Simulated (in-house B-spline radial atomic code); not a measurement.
Pb²⁺. Computed with a B-spline radial atomic code. Model: non-relativistic spherical atom: semilocal Troullier-Martins pseudo-atom, one channel per l, against all electrons, high spin, G0W0 and RPA with empty states to l = 8, local potential for every l without a channel, a model core (radius 0 = none) keeps its share of the functional.

The core holds an angular momentum without a channel of its own, so the local potential lets valence electrons into it.

Without relativity these are model numbers for so heavy an element.

What the tables leave out is listed at the end.

The pseudopotential gives back the lowest level of each angular momentum of its own functional in the configuration it was made in; a second state of the same l is only approximately right. Exact exchange, RPA and GW see the smooth pseudo-orbitals and miss the exchange with the core, for which the functional's share stands in. The column with an uncorrelated core keeps all orbitals and exact exchange, and so separates missing core correlation from pseudisation. Only the three outermost levels and the lowest empty one were computed. RPA here is direct RPA, with no exchange kernel, and its energies carry an (l + 1/2)⁻⁴ tail. A hybrid on a potential with a model core restores only its own semilocal share of the core's exchange.

Command:
```bash
python run_psgw.py task.json out
```
Settings (lengths in bohr, energies in hartree):
```
Z                      82
electrons              80
configuration          [Xe] 4f14 5d10 6s2
generated_in           [Xe] 4f14 5d10 6s2 6p2
functional             pbe,pbe
core_shells            12
radius_factor          1
core_correction        True
ion_configuration      [Xe] 4f14 5d10 6s1
```

Run time, properties included: 93 s on 1 thread of Arm Neoverse N1, on a shared host.

Given: made with PBE; model core radius 0.938 bohr; local radius 1.322 bohr; mean-field start PBE.

Valence shells of the generating configuration: 5d, 6s, 6p.

Channel: s 2.222, p 2.764, d 1.068 (radii in bohr).

Computed: largest level miss in the spin-unpolarised generating configuration 0.001 eV; valence RPA correlation energy all-electron orbitals -0.65851 hartree; all-electron RPA polarisability, core included 16.437 bohr³; pseudo-atom RPA polarisability 16.437 bohr³; ionisation by mean-field all-electron 28.215 eV; ionisation by mean-field pseudo minus all 0.011 eV; ionisation by RPA all-electron 28.522 eV.

| level | occupied | mean-field all-electron (eV) | mean-field pseudo minus all (eV) | G0W0 all-electron (eV) | G0W0 uncorrelated core minus all (eV) | G0W0 pseudo minus all (eV) | exchange self-energy all-electron (eV) | exchange self-energy pseudo (eV) |
| --- | --- | --- | --- | --- | --- | --- | --- | --- |
| 6s | 1 | -23.987 | -0.002 | -28.481 | 0.11 | -0.594 | -14.956 | -13.052 |
| 5d | 1 | -40.741 | 0.107 | -48.273 | -0.334 | 3.242 | -41.745 | -24.876 |
| 6p (empty) | 0 | -16.995 | -0.009 | -13.996 | 0.072 | -0.343 | -5.2027 | -4.3803 |

Question: What is the valence RPA correlation energy pseudo?

Answer: -1.0973 hartree.

Question: What is the ionisation by RPA pseudo minus all?

Answer: 0.943 eV.

Given: mean-field start PBE0.

Computed: valence RPA correlation energy all-electron orbitals -0.62167 hartree; valence RPA correlation energy pseudo -1.055 hartree; pseudo-atom RPA polarisability 14.896 bohr³; ionisation by mean-field pseudo minus all 0.311 eV; ionisation by RPA all-electron 28.348 eV; ionisation by RPA pseudo minus all 1.02 eV.

| level | occupied | mean-field all-electron (eV) | mean-field pseudo minus all (eV) | G0W0 all-electron (eV) | G0W0 uncorrelated core minus all (eV) | G0W0 pseudo minus all (eV) | exchange self-energy all-electron (eV) | exchange self-energy pseudo (eV) |
| --- | --- | --- | --- | --- | --- | --- | --- | --- |
| 6s | 1 | -24.8 | -0.279 | -28.381 | 0.112 | -0.792 | -14.79 | -13.167 |
| 6p (empty) | 0 | -16.075 | -0.325 | -13.942 | 0.069 | -0.382 | -4.9566 | -4.4466 |

Question: What is the ionisation by mean-field all-electron?

Answer: 27.873 eV.

Question: What is the all-electron RPA polarisability, core included?

Answer: 15.05 bohr³.

Among the listed levels the largest G0W0 shift of the pseudo-atom is +3.24 eV, for 5d on the PBE start, while leaving the core uncorrelated moves that level by -0.33 eV. So pseudisation and the lost core exchange, not the missing core correlation, make the error. Not in the tables (levels of low weight, unsolved or above zero; the highest and the empty levels are kept at any weight): on PBE0 the G0W0 levels 5d (pseudo minus all +3.63 eV, weights 0.90 and 0.53); no Hartree-Fock pseudo-atom is run with a model core.
